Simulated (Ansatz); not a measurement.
## Telling isomers of CH6FNOSi apart by their spectra

These gas-phase data were calculated for one isomer of CH6FNOSi at B3LYP-D3(BJ)/def2-SVP (harmonic, unscaled wavenumbers; equilibrium rotational constants with average atomic masses):

* rotational constants: 6.11, 2.875, 2.159 GHz
* all wavenumbers above 1500 cm⁻¹: 3859, 3597, 3106, 3050, 2989, 2298, 1501
* dipole moment: 2.63 D (PBE0/def2-TZVPD)

Candidates:

(1) `C[Si@](N)(O)F`, a singlet
(2) `CN[Si@H](O)F`, a singlet

Q: Which candidate do the data belong to?

A: Candidate (2). The band at 2298 cm⁻¹ lies where the Si–H stretch is expected; (1) has no mode between 2000 and 2380 cm⁻¹.

The same quantities for all candidates:

|  | rotational constants (GHz) | wavenumbers above 1500 cm⁻¹ | dipole (D) | E above the lowest, B3LYP-D3(BJ)/def2-SVP (kcal/mol) |
| --- | --- | --- | --- | --- |
| (1) | 3.758, 3.613, 3.361 | 3890, 3655, 3565, 3133, 3124, 3037, 1545 | 3.02 | 0.0 |
| (2) | 6.11, 2.875, 2.159 | 3859, 3597, 3106, 3050, 2989, 2298, 1501 | 2.63 | 17.2 |

Harmonic stretches to hydrogen usually lie a few per cent above observed fundamentals. Each candidate is one conformer. Programs: Ansatz 0.2.0.
